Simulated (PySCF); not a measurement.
**Electronic absorption of C4H10AsBO2**

Compound: C₄H₁₀AsBO₂.
SMILES with atom numbers: `[OH:1][B:2]([OH:3])[C@@H:4]1[CH2:5][CH2:6][AsH:7][CH2:8]1` (hydrogens: H9 on O1; H10 on O3; H11 on C4; H12, H13 on C5; H14, H15 on C6; H16 on As7; H17, H18 on C8)

Computed with PySCF 2.14.0, density-fitted response routines, TDDFT PBE0/def2-SVPD, vertical, gas phase, core orbitals frozen in the response. Geometry: PBE0-D3(BJ)/def2-SVP, one conformer, isolated molecule. The PBE0/def2-SVPD calculation is non-relativistic and has no spin–orbit coupling, an omission that weighs most on arsenic.

```json
{"state": "S1", "E (eV)": "5.76", "λ (nm)": "215.3", "f": "0.017", "main configurations (H = HOMO, L = LUMO)": "H→L (88%), H→L+2 (10%)"}
{"state": "S2", "E (eV)": "5.96", "λ (nm)": "208.0", "f": "0.078", "main configurations (H = HOMO, L = LUMO)": "H→L+1 (95%)"}
{"state": "S3", "E (eV)": "6.25", "λ (nm)": "198.3", "f": "0.042", "main configurations (H = HOMO, L = LUMO)": "H→L+2 (86%), H→L (9%)"}
{"state": "S4", "E (eV)": "6.77", "λ (nm)": "183.2", "f": "0.043", "main configurations (H = HOMO, L = LUMO)": "H→L+3 (83%), H→L+4 (10%)"}
{"state": "S5", "E (eV)": "6.93", "λ (nm)": "178.8", "f": "0.140", "main configurations (H = HOMO, L = LUMO)": "H→L+4 (61%), H→L+6 (19%), H→L+3 (12%)"}
{"state": "S6", "E (eV)": "7.15", "λ (nm)": "173.4", "f": "0.0012", "main configurations (H = HOMO, L = LUMO)": "H-1→L (78%), H→L+5 (11%)"}
{"state": "S7", "E (eV)": "7.21", "λ (nm)": "172.0", "f": "0.0025", "main configurations (H = HOMO, L = LUMO)": "H→L+6 (65%), H→L+4 (15%), H→L+5 (11%)"}
{"state": "S8", "E (eV)": "7.29", "λ (nm)": "170.0", "f": "0.0097", "main configurations (H = HOMO, L = LUMO)": "H→L+5 (70%), H-1→L (12%)"}
{"state": "S9", "E (eV)": "7.52", "λ (nm)": "164.8", "f": "0.022", "main configurations (H = HOMO, L = LUMO)": "H-1→L+1 (28%), H-2→L (23%), H-1→L+2 (22%)"}
{"state": "S10", "E (eV)": "7.60", "λ (nm)": "163.2", "f": "0.144", "main configurations (H = HOMO, L = LUMO)": "H-1→L+1 (33%), H-1→L+2 (31%), H-2→L (11%)"}
```

Triplets, Tamm–Dancoff:

| state | E (eV) | λ (nm) | main configurations (H = HOMO, L = LUMO) |
| --- | --- | --- | --- |
| T1 | 5.01 | 247.6 | H→L+1 (77%) |
| T2 | 5.13 | 241.7 | H→L+2 (54%), H→L (21%), H→L+1 (10%) |
| T3 | 5.94 | 208.6 | H→L (71%), H→L+2 (23%) |
| T4 | 6.37 | 194.6 | H→L+4 (44%), H→L+6 (18%), H-1→L+1 (15%) |

The lowest singlet comes at 215 nm (556 kJ/mol) in the ultraviolet; it is weak; its leading configuration is HOMO→LUMO (88%). The largest oscillator strength of a single state is 0.144. Löwdin shares by element: HOMO arsenic 60%, carbon 18% or more, hydrogen 7% or more; LUMO boron 37%, oxygen 20%, hydrogen 10% or more (atoms not listed hold the other 33%). The listed states span 1.84 eV, and the widest gap between neighbours is 0.52 eV (S3 to S4). Orbital energies (eV): HOMO-3 -9.19, HOMO-2 -8.67, HOMO-1 -8.25, HOMO -6.70, LUMO -0.11, LUMO+1 0.38, LUMO+2 0.57. Of the 10 states listed, 7 reach f = 0.01 and none stays under 0.0005. All these states lie below the vertical ionisation energy of 8.64 eV (ΔSCF). Only the lowest 10 singlets were computed, as vertical energies without vibronic structure.
